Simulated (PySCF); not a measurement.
CH3ClOSi: g tensor and hyperfine couplings

CH₃ClOSi (triplet state).
Z-matrix (Å and degrees, PBE0-D3(BJ)/def2-SVP geometry), rows numbered from 1:
```
C 
O   1  1.4117
Si  2  1.6631  1  125.57
Cl  3  2.0794  2  118.09  1    88.45
H   1  1.1027  2  112.03  3    45.14
H   1  1.0999  2  107.94  3   164.76
H   1  1.1027  2  110.83  3   -76.23
```

The hyperfine couplings belong to this conformer and change with its torsions.

As a line formula: `CO[Si]Cl` [triplet].

Theory: UKS B3LYP, IGLO-III on C Cl O Si, pcH-1 on H, non-relativistic, mean-field spin-orbit, GIAO in PySCF 2.14.0. The structure is a single PBE0-D3(BJ)/def2-SVP conformer in the gas phase; no vibrational or solvent corrections. This triplet need not be the ground state; the singlet was not compared here. No stability test was run, so a lower SCF solution isn't excluded.

* g1, g2, g3: 1.99825, 2.00323, 2.00384
* g_iso: 2.00177
* Form of g: close to axial: the two nearest values differ by 11 % of g3 − g1
* ⟨S²⟩: 2.0027 (exact 2.0000)
* α and β electrons: 25, 23
* Total energy: -864.89068 Eh
* Basis functions: 188

Hyperfine couplings atom by atom, in MHz; T1 to T3 are the principal values of the dipolar part:

```
atom  isotope   a_iso  of which spin–orbit     T1    T2    T3  Mulliken spin population
  C1      13C    23.7                  0.0   -1.9  -1.7   3.6                     -0.01
  O2      17O   -41.5                 -0.1  -23.2   8.4  14.7                      0.07
 Si3     29Si  -792.9                  1.5  -86.4  12.7  73.7                      1.69
 Cl4     35Cl    20.8                  0.6  -24.8  -2.5  27.2                      0.21
  H5       1H     2.5                  0.0   -3.3  -1.4   4.7                      0.02
  H6       1H     2.7                  0.0   -2.0  -1.4   3.4                      0.01
  H7       1H     2.1                  0.0   -2.3  -1.4   3.7                      0.00
```

Largest spin populations (Mulliken): Si3 (+1.69), Cl4 (+0.21) and O2 (+0.07).

Axes: g1 points within 2° of the Si3–Cl4 bond.

The 17O coupling of O2 (-41.5 MHz) shows only in satellite lines or after enrichment, since that isotope makes up about 0.038 % of natural oxygen.

The 29Si coupling of Si3 (-792.9 MHz) shows only in satellite lines or after enrichment, since that isotope makes up about 4.7 % of natural silicon.
